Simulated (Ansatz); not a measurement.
FGeH3 (`[F][GeH3]`), relaxed with RKS PBE0-D4/def2-TZVP in the Gaussian-basis code of Ansatz from a PBE-D4/def2-SVP geometry. The force threshold is 0.005 eV/Å; the program also tests the step.

Total charge 0; spin multiplicity 1.

Start:

```xyz
5

F     0.912   -1.299    0.539
Ge   -0.046    0.065   -0.028
H    -1.224    0.225    0.966
H     0.891    1.300   -0.021
H    -0.533   -0.291   -1.456
```

| step | energy (eV) | largest force (eV/Å) | largest move (Å) |
| --- | --- | --- | --- |
| 1 | -59276.0577 | 0.402 | 0.000 |
| 2 | -59276.0702 | 0.157 | 0.023 |
| 3 | -59276.0712 | 0.049 | 0.004 |
| 4 | -59276.0712 | 0.001 | 0.002 |

End:

```xyz
5

F     0.898   -1.280    0.530
Ge   -0.050    0.071   -0.029
H    -1.211    0.218    0.960
H     0.887    1.285   -0.020
H    -0.524   -0.294   -1.441
```

Run time 8.5 s (2 threads of a server CPU on a shared host); peak host memory 0.17 GiB.
